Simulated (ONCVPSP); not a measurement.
# Logarithmic derivatives: Fe (Z = 26), ONCV

```
Element                 : iron
Generator               : ONCVPSP 4.0.1
Type                    : optimised norm-conserving Vanderbilt (ONCV)
Functional              : PBE
Relativity              : scalar-relativistic
Frozen core             : [Ne]
Valence charge          : 16
Reference configuration : 3s2 3p6 3d6 4s1.5 4p0.5
Partial waves           : 3s+4s: rc 1.45 bohr, ncon 4, nbas 7, qcut 6.5 1/bohr, 2 projectors; 3p+4p: rc 1.20 bohr, ncon 4, nbas 8, qcut 14.6 1/bohr, 2 projectors; 3d: rc 1.35 bohr, ncon 5, nbas 10, qcut 9.4 1/bohr, 2 projectors, debl 2.1 Ha
Local potential         : polynomial inside 1.20 bohr (lpopt 5, dvloc0 1 Ha)
Core correction         : Teter function, fcfact 6, rcfact 1.7
```

The phase is arctan(r·R′/R) of the radial function R(r), unwrapped; energies in Ha, scanned from -5 to 5 Ha. A pole is an energy at which the radial function vanishes at the test radius. The pseudo phase is shifted by a multiple of π to meet the all-electron one at the reference energy, and phase errors are pseudo minus all-electron; the curves can meet again beyond the range given. Levels narrower than the energy grid can be missing from the lists of poles.

Problem. For each channel, where are the poles, and over which energies does the pseudopotential scatter like the atom?

Solution.

```csv
channel,radius (bohr),reference energy (Ha),"poles, all-electron","poles, pseudo",unbroken range about the reference energy with phases within 0.05 rad,phase error 1 Ha above the reference energy (rad)
s,1.47,-0.22,-3.13,-3.13,the whole range,-0.006
p,1.22,-0.06,-0.91,-0.91,the whole range,+0.000
d,1.37,-0.31,0.61,0.61,the whole range,+0.000
```

Phases in the d channel:

| E (Ha) | all-electron | pseudo |
| --- | --- | --- |
| -4.96 | 1.263 | 1.263 |
| -4.72 | 1.252 | 1.252 |
| -4.48 | 1.240 | 1.240 |
| -4.24 | 1.226 | 1.226 |
| -4.00 | 1.210 | 1.211 |
| -3.76 | 1.193 | 1.193 |
| -3.52 | 1.173 | 1.173 |
| -3.28 | 1.149 | 1.149 |
| -3.04 | 1.121 | 1.121 |
| -2.80 | 1.087 | 1.088 |
| -2.56 | 1.046 | 1.046 |
| -2.32 | 0.993 | 0.993 |
| -2.08 | 0.923 | 0.923 |
| -1.84 | 0.827 | 0.827 |
| -1.60 | 0.688 | 0.688 |
| -1.36 | 0.478 | 0.478 |
| -1.12 | 0.156 | 0.157 |
| -0.88 | -0.277 | -0.276 |
| -0.64 | -0.706 | -0.706 |
| -0.40 | -1.022 | -1.022 |
| -0.16 | -1.232 | -1.232 |
| 0.08 | -1.374 | -1.374 |
| 0.32 | -1.477 | -1.477 |
| 0.56 | -1.557 | -1.557 |
| 0.80 | -1.623 | -1.623 |
| 1.04 | -1.682 | -1.682 |
| 1.28 | -1.737 | -1.737 |
| 1.52 | -1.792 | -1.792 |
| 1.76 | -1.849 | -1.849 |
| 2.00 | -1.912 | -1.912 |
| 2.24 | -1.986 | -1.985 |
| 2.48 | -2.074 | -2.074 |
| 2.72 | -2.186 | -2.186 |
| 2.96 | -2.333 | -2.332 |
| 3.20 | -2.530 | -2.528 |
| 3.44 | -2.790 | -2.785 |
| 3.68 | -3.103 | -3.096 |
| 3.92 | -3.424 | -3.414 |
| 4.16 | -3.698 | -3.688 |
| 4.40 | -3.908 | -3.898 |
| 4.64 | -4.062 | -4.053 |
| 4.88 | -4.176 | -4.168 |
